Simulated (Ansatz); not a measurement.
Spin states of H2O2Re (SMILES [OH][Re][OH]), each relaxed at B3LYP-D3(BJ)/def2-TZVP; lowest solutions found, singlets restricted, no spin–orbit coupling, no relativity up to Kr.
Multiplicity 4 (charge 0, multiplicity 4):
```csv
atom,x (Å),y (Å),z (Å)
Re,0.1481,-0.2550,0.1316
O,1.4765,-0.0733,-1.1885
H,1.7403,0.7460,-1.6232
O,-1.3986,-0.5328,1.1662
H,-2.0200,0.1448,1.4568
```
Multiplicity 2 (charge 0, multiplicity 2):
```xyz
5

Re    -0.0095     0.0024    -0.0106
O      1.3663     0.2237    -1.1443
H      2.0974     0.3457    -1.7489
O     -1.3866    -0.2152     1.1222
H     -2.1213    -0.3268     1.7245
```

The values were computed with Ansatz (Gaussian orbitals).  In def2 rows elements past Kr take small-core potentials, without spin–orbit coupling.

The energy of multiplicity 2 less that of multiplicity 4 (kcal/mol) and the share of exact exchange:

```json
[
 {"functional": "PBE/def2-TZVPP", "exact exchange (%)": "0", "value": "1.90"},
 {"functional": "PBE0/def2-TZVPP", "exact exchange (%)": "25", "value": "3.78"},
 {"functional": "BLYP/def2-TZVPP", "exact exchange (%)": "0", "value": "-0.81"},
 {"functional": "B3LYP/def2-TZVPP", "exact exchange (%)": "20", "value": "0.07"},
 {"functional": "BHLYP/def2-TZVPP", "exact exchange (%)": "50", "value": "2.32"},
 {"functional": "r2SCAN/def2-TZVPP", "exact exchange (%)": "0", "value": "4.05"}
]
```

Q: Take the value as linear in the share of exact exchange along PBE and PBE0. Give the slope, say whether the sign turns, and set the other functionals against that line.

A: 
Slope: (3.78 − (1.90))/2.5 = 0.75 kcal/mol for each 10 %. The line keeps its sign from 0 to 100 %. At 50 % it gives 5.7 kcal/mol. The LYP pair gives (2.32 − (-0.81))/5 = 0.63 for each 10 %. BHLYP, at 50 %, lies -3.4 from the PBE line. B3LYP, at 20 %, lies -3.3 from the PBE line. r2SCAN, with none, stands 2.1 from PBE.

Doubts at one or more of the structures used: the program's own flag: asymmetric forces (PBE0/def2-TZVPP); a spin-contaminated determinant (r2SCAN/def2-TZVPP).

Ansatz is an electronic-structure program.
